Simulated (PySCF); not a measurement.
C3H6FNSi, SMILES F[Si@H]1C=CCN1.

The structure is a stationary point at PBE0-D3(BJ)/def2-SVP. The structure was generated by enumeration; whether it is a known compound was not checked. The values are those of a single conformer.

Two levels are set side by side: PBE/def2-TZVP (PySCF) and PBE0/def2-TZVP (PySCF). Same geometry, gas phase. Differences are taken from unrounded values.

```tsv
quantity	PBE0	PBE	PBE minus PBE0
orbital gap (eV)	6.80	4.46	-2.34
highest occupied level (eV)	-7.20	-5.84	1.37
lowest empty level (eV)	-0.41	-1.38	-0.98
dipole moment (D)	2.62	2.58	-0.04
mean polarisability (bohr³)	62.1	64.6	2.5
```

Without exact exchange PBE keeps part of each electron's self-repulsion, which lifts occupied levels and narrows the gap. Loosely held outer electrons make PBE densities more polarisable. Differences between two approximate levels are no errors against the true value.

Rough cost on one machine, each run with all the roots and properties that it gave: PBE0 against PBE within a factor of 2.
